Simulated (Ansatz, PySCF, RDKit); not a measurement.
Complex: N2 (SMILES N#N) (first 2 atoms) with C3H4 (SMILES C=C=C); geometry from B3LYP-D3(BJ)/def2-TZVP, rigid monomers moved along the line of their centres of mass till N1···H8 is 2.56 Å.
(charge 0, multiplicity 1):
```xyz
9

N      0.304     1.698     0.848
N      0.315     0.744     0.319
C     -0.041    -1.415     2.962
C     -0.058    -0.227     3.490
C     -0.073     0.965     4.007
H     -0.952    -1.892     2.619
H      0.884    -1.968     2.848
H      0.041     1.848     3.387
H     -0.200     1.116     5.073
```

Interaction energies are E(AB) − E(A) − E(B) at the monomers' geometry in the complex; basis-set methods are counterpoise corrected. Rows marked so take none.

Rows in 6-31G* carry no dispersion term and start afresh at each structure (6-31G* with six Cartesian d functions).

Run with Ansatz (Gaussian basis) for Hartree–Fock, density functionals and correlated methods; PySCF for 6-31G* rows, the dispersion terms; RDKit for the force fields. Each number belongs to the level named beside it.

**Question.** One of these levels gives 6.5 kJ/mol for the interaction energy. Which?
(A) HF/6-31G* (no counterpoise)
(B) B3LYP-D4/def2-TZVPPD
(C) MMFF94
(D) B3LYP/6-31G* (no counterpoise)

**Answer.** C, MMFF94. The others give 5.1 (HF/6-31G* (no counterpoise)), 0.8 (B3LYP/6-31G* (no counterpoise)), -1.3 (B3LYP-D4/def2-TZVPPD)

Ansatz is a quantum-chemistry and plane-wave program.
